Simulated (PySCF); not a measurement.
# What a mistake does to a calculation on Al2ClH2O

All numbers below are calculated, not measured. The program is PySCF 2.14.0, an open-source quantum chemistry code, run on an isolated molecule that a program drew, which may never have been made. The molecule is Al2ClH2O (charge 0, doublet), drawn as the SMILES string `[OH][Al][AlH][Cl]`.

Each row is a Hartree-Fock (HF) and frozen-core CCSD(T) single point in the cc-pV(D+d)Z basis, meant for a local HF minimum. Run 1 is clean. Each other run has one planted mistake out of seven kinds, and not every kind appears here: one electron removed, one electron added, multiplicity raised by two, geometry at a saddle point, minimal basis STO-3G, one bond length entered in bohr, all coordinates scaled. The reference is restricted for singlets and unrestricted otherwise, and also for a bond in bohr. Adding or removing an electron swaps singlet and doublet. Electrons count all cores. HOMO and LUMO are orbital energies over both spins, the gradient is its largest component, and the lowest frequency (negative if imaginary) is given only where the gradient is small. Bond lengths are over the 5 bonds as drawn. T1 is the CCSD diagnostic: over 0.02 (restricted) or 0.045 (unrestricted) a single reference is doubtful.

Geometry of the clean run:
```xyz
6
Al2ClH2O, angstrom
O    -0.6636   -0.2241   -3.4765
Al    0.5918    0.7516   -2.9068
Al    1.9962    0.3908   -0.7019
Cl    1.3315    1.4326    1.0433
H    -1.0949   -0.9962   -3.1512
H     3.4631   -0.1854   -0.6047
```

| run | electrons | basis functions | <S^2> | HOMO (eV) | LUMO (eV) | gradient (hartree/bohr) | lowest frequency (cm^-1) | mean bond (Å) | longest bond (Å) | T1 | HF (hartree) | CCSD(T) (hartree) | mistake |
|---|---|---|---|---|---|---|---|---|---|---|---|---|---|
| 1 | 53 | 93 | 0.799 | -7.56 | 0.58 | 9.0e-06 | 46 | 1.7975 | 2.639 | 0.0202 | -1019.47685 | -1019.95027 | no fault |
| 2 | 52 | 93 | 0.000 | -15.87 | -6.18 | 3.2e-02 | - | 1.7975 | 2.639 | 0.0199 | -1019.22390 | -1019.69670 | one electron removed |
| 3 | 54 | 93 | 0.000 | -0.67 | 5.56 | 3.0e-02 | - | 1.7975 | 2.639 | 0.0183 | -1019.47318 | -1019.98051 | one electron added |
| 4 | 53 | 34 | 0.793 | -3.86 | 6.17 | 5.9e-02 | - | 1.7975 | 2.639 | 0.0185 | -1007.65413 | -1007.76423 | ? |
| 5 | 53 | 93 | 1.391 | -7.84 | 0.34 | 1.5e-02 | - | 2.0785 | 2.984 | 0.0470 | -1019.39223 | -1019.86164 | ? |

**Which mistake was planted in run 4, and what did it cost?**

It has 34 basis functions where the clean run has 93, with the same electrons and geometry. So the mistake is: minimal basis STO-3G. Subtracting run 1 and multiplying by 627.51 kcal/mol a hartree, the energy moved by 7418.9 kcal/mol in HF and 7646.9 kcal/mol in CCSD(T).

**Which mistake was planted in run 5, and what did it cost?**

The mean bond changes by a factor of 1.156 and the longest by 1.131, so the molecule wasn't scaled as a whole. A length L in bohr read as angstrom grows by (1/0.5292 - 1) L = 0.890 L. The 5 bonds together grew by 5 x 0.2810 = 1.405 Å, which gives L = 1.579 Å. That is bond Al3-H6, 1.579 Å in the clean geometry. So the mistake is: one bond length entered in bohr. Subtracting run 1 and multiplying by 627.51 kcal/mol a hartree, the energy moved by 53.1 kcal/mol in HF and 55.6 kcal/mol in CCSD(T).

Cautions from the logs. Run 5: T1 is over the limit, so its CCSD(T) energy is less reliable.
